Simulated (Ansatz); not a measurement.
Ideal-gas functions of GaH$_{3}$ (`[GaH3]`) at 400 K and 1 bar, from an Ansatz frequency run at PBE0-D4/def2-TZVP.

Molar mass 72.75 g/mol, point group D3h (symmetry number 6), electronic degeneracy 1, moments of inertia 3.719, 3.719, 7.438 u Å². Harmonic wavenumbers (cm⁻¹, unscaled): 724, 760, 760, 1978, 1979, 1979.

Use S(trans) = R[1.5 ln M + 2.5 ln T − 1.1517]; rotational temperatures θ = 24.2544 K / I; S(rot) = R[ln(√π/σ · √(T³/θAθBθC)) + 1.5]; for each mode x = 1.438777 ν̃/T, S = R[x/(eˣ − 1) − ln(1 − e⁻ˣ)] and H = RT x/(eˣ − 1); 1 cm⁻¹ = 0.0119627 kJ/mol; R = 8.31446 J/(mol·K).

Problem. By hand: the entropy, in J/(mol·K).

Solution. Translation 168.4. Rotation: θ = 6.5218, 6.5218, 3.2609 K, giving 56.6. Vibration, mode by mode: 2.37, 2.14, 2.14, 0.05, 0.05, 0.05, in all 6.8. Electronic 0.0. Sum 231.8 J/(mol·K).

Problem. By hand: H − E and G − E in kJ/mol, counted from the electronic energy.

Solution. Zero-point energy ½ × 8180 × 0.0119627 = 48.9; thermal vibration 2.0; translation, rotation and pV give 4 RT = 13.3. H − E = 64.2 kJ/mol, and G − E = 64.2 − 400 × 231.8/1000 = -28.5 kJ/mol.

Vibration gives 3 % of the entropy.
